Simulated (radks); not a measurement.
The numbers below are computed, except where a source is named.
Q: Excited configurations of the palladium ion Pd30+: one electron is placed in a higher orbital outside [Ne] 3s2 3p3. The ground configuration is [Ne] 3s2 3p4. Code: a radial shooting solver on a logarithmic mesh with Libxc functionals. Model: scalar-relativistic Kohn-Sham, SCAN, spin-polarised, spherical densities, finite nucleus; open shells are filled with parallel spins first (spin-orbit coupling, left out, can overturn this in heavy ions); meta-GGA in the generalised Kohn-Sham scheme; Fermi nuclear charge, rms radius 4.5318 fm. Excitation = E - E(ground); binding = E(ion) - E, where the ion is the core of charge +31; n* = 31/sqrt(2 binding) in atomic units. These energies are relativistic, and a one-electron ion of charge +31 with no core already has n* below n in this formula (scalar-relativistic equation, point nucleus: 3d 2.996, 5d 4.994, 6d 5.993, 7p 6.986). The quantum defect is therefore taken as that value minus n*, so that it holds no relativistic shift of the bare ion.

| outer orbital | excitation (eV) | binding (eV) | n* | quantum defect | eigenvalue (eV) | <r> (bohr) |
|---|---|---|---|---|---|---|
| 3d | 129.73 | 1656.8 | 2.809 | 0.187 | -1619.5 | 0.2937 |
| 5d | 1229.5 | 557.00 | 4.845 | 0.149 | -548.43 | 1.040 |
| 7p | 1497.5 | 289.04 | 6.726 | 0.260 | -285.39 | 2.161 |

Estimate the row for 6d.

A: excitation (eV) 1403.6; binding (eV) 382.92; n* 5.843; quantum defect 0.149; eigenvalue (eV) -377.39; <r> (bohr) 1.556. The Delta-SCF ionisation energy is 1786.5 eV (NIST Atomic Spectra Database: 1781 eV, semi-empirical). Self-interaction in the functional shifts the binding energies and quantum defects, so they are the method's values and not measured ones. Open shells are spherical and high-spin; term and fine-structure splittings are not resolved.
